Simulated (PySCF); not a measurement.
Ge(H)3(PH2) (GeH5P), SMILES [PH2][GeH3].

Coordinates come from a B3LYP-D3(BJ)/def2-TZVP optimisation.

These are ωB97X/def2-TZVPD run with PySCF values and carry that method's errors.

Gas-phase values at a fixed geometry.

```yaml
total_energy: -2421.40501 hartree
point_group: Cs
highest_occupied_level: -9.81 eV
lowest_empty_level: 1.58 eV
orbital_gap: 11.38 eV
dipole_moment: 0.74 D
quadrupole, principal values (traceless, Buckingham form, about the centre of nuclear charge): -3.77, 1.75, 2.02 D·Å
mean_static_polarisability: 63.4 bohr³ (9.39 Å³)
polarisability_principal_values: 55.8, 56.3, 78.0 bohr³
```
